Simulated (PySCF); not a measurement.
# A computed series MF3(NH3)

Computed with PySCF 2.14.0, PBE0, def2-SVP on the ligands, density fitting, scalar-relativistic core potentials, no spin-orbit coupling, vacuum. Each member is relaxed from one template within its symmetry. Distances are means of the shortest metal–ligand contacts, charges and spins Mulliken's; removal energies are rigid, with the ligand's formal charge and no counterpoise, so too large; for an anion taken off a cation in vacuum most of it is the attraction of opposite charges, and multiply charged cations can part far more cheaply with an electron moved from ligand to metal. lcecp potentials hold a fixed number of 4f electrons in the core, out of states, spins and gaps.

| metal | basis on the metal | point group | M–F (Å) | M–NH3 (Å) | charge on M (e) | dipole (D) | removal of one F (eV) | strongest infrared band, degenerate modes summed (cm⁻¹) | unstable modes (below −25 cm⁻¹) |
| --- | --- | --- | --- | --- | --- | --- | --- | --- | --- |
| La | lcecp-1-SVP with ECP46 | C3v | 2.149 | 2.708 | 1.28 | 6.33 | 10.51 | 525 | 0 |
| Sm | lcecp-1-SVP with ECP51 | C3v | 2.079 | 2.578 | 1.19 | 5.60 | 10.85 | 556 | 0 |
| Tb | lcecp-1-SVP with ECP54 | C3v | 2.045 | 2.519 | 1.18 | 5.80 | 11.04 | 561 | 0 |
| Er | lcecp-1-SVP with ECP57 | C3v | 2.010 | 2.466 | 1.14 | 5.93 | 11.21 | 565 | 0 |
| Lu | lcecp-1-SVP with ECP60 | C3v | 1.986 | 2.419 | 1.10 | 5.93 | 11.37 | 580 | 0 |

What does the calculation give for Pr, lcecp-1-SVP with ECP48?

point group: C3v, M–F (Å): 2.117, M–NH3 (Å): 2.649, charge on M (e): 1.23, dipole (D): 5.91, removal of one F (eV): 10.65, strongest infrared band, degenerate modes summed (cm⁻¹): 542, unstable modes (below −25 cm⁻¹): 0.
```xyz
8

Pr    0.1205   -0.1205    0.1205
F     1.1396    1.4300    1.1396
F    -1.4300   -1.1396    1.1396
F     1.1396   -1.1396   -1.4300
N    -1.4088    1.4088   -1.4088
H    -2.0195    2.0195   -0.8630
H    -0.8630    2.0195   -2.0195
H    -2.0195    0.8630   -2.0195
```

From La to Lu the M–F distance shrinks by 0.16 Å, the lanthanide contraction, and the energy to remove one F rises by 0.86 eV.

One start shape was tried for each, so a minimum needn't be the lowest isomer.
